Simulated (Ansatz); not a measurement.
Geometry optimisation, Ansatz 0.2.0, RKS PBE0/6-31G*.

input.yaml

```yaml
crystal:
  periodic: [false, false, false]
  atoms:
    - { symbol: "N", position_ang: [-0.3303, -1.6372, -0.246] }
    - { symbol: C, position_ang: [0.5575, -0.5722, -0.7056] }
    - { symbol: F, position_ang: [0.7455, -0.6872, -2.081] }
    - { symbol: B, position_ang: [0.067, 0.8934, -0.3788] }
    - { symbol: F, position_ang: [-0.2673, 1.8132, -1.4607] }
    - { symbol: Al, position_ang: [-0.3069, 1.4893, 1.584] }
    - { symbol: H, position_ang: [0.1004, -2.5224, -0.3941] }
    - { symbol: H, position_ang: [-1.1792, -1.5538, -0.8898] }
    - { symbol: H, position_ang: [1.2121, 0.68055, -0.26769] }
    - { symbol: H, position_ang: [-0.8477, 2.9425, 1.9267] }
    - { symbol: H, position_ang: [-0.0065, 0.4569, 2.7978] }
basis:
  gaussian: { orbitals: "6-31G*" }
hamiltonian:
  xc: pbe0
relax:
  f_tol: 0.02
  max_steps: 50
```

Launched with:

```bash
$ ansatz run input.yaml --threads 2 --pin off --max-ram 3072MiB --backend cpu --events-out ev --progress --plain --runs-dir out
```

Q: Where does it end, and by what steps?

A: The run converged. After 26 steps the energy has fallen by 4.568 eV; H10 moved furthest, 2.12 Å. Parted: B4–H9. Joined: N1–Al6, C2–H9.

```csv
step,energy less start (eV),largest force component (eV/Å),accepted
0,0.0000,6.414,yes
1,-1.6956,2.799,yes
2,-2.5062,1.654,yes
3,-2.8793,1.570,yes
4,-3.1255,1.796,yes
5,-3.2972,1.494,yes
6,-3.4087,0.677,yes
7,-3.5882,0.769,yes
8,-3.7471,0.715,yes
9,-3.8714,0.672,yes
10,-3.9225,0.532,yes
11,-3.9591,0.508,yes
12,-3.9744,1.271,yes
13,-4.0259,0.270,yes
14,-4.0614,0.391,yes
15,-4.0961,0.257,yes
16,-4.1309,0.228,yes
17,-4.1713,0.221,yes
18,-4.2326,0.335,yes
19,-4.3115,0.471,yes
20,-4.4154,0.594,yes
21,-4.5276,0.774,yes
22,-4.5389,0.585,yes
23,-4.5617,0.363,yes
24,-4.5539,0.493,no
25,-4.5680,0.063,yes
26,-4.5684,0.020,yes
```

```xyz
11
Properties=species:S:1:pos:R:3
N -0.398 -0.819 0.106
C 0.523 -0.258 -0.900
F 0.327 -0.838 -2.135
B 0.345 1.332 -0.659
F 0.634 2.204 -1.604
Al -0.406 0.966 1.325
H -0.150 -1.758 0.413
H -1.338 -0.867 -0.286
H 1.540 -0.513 -0.558
H -1.964 1.154 1.663
H 0.632 0.700 2.519
```

Whether the end is a true minimum wasn't checked by a vibrational analysis.

Run time: 78 s on 2 threads of Arm Neoverse V2, on a shared host, peak memory 0.23 GiB.
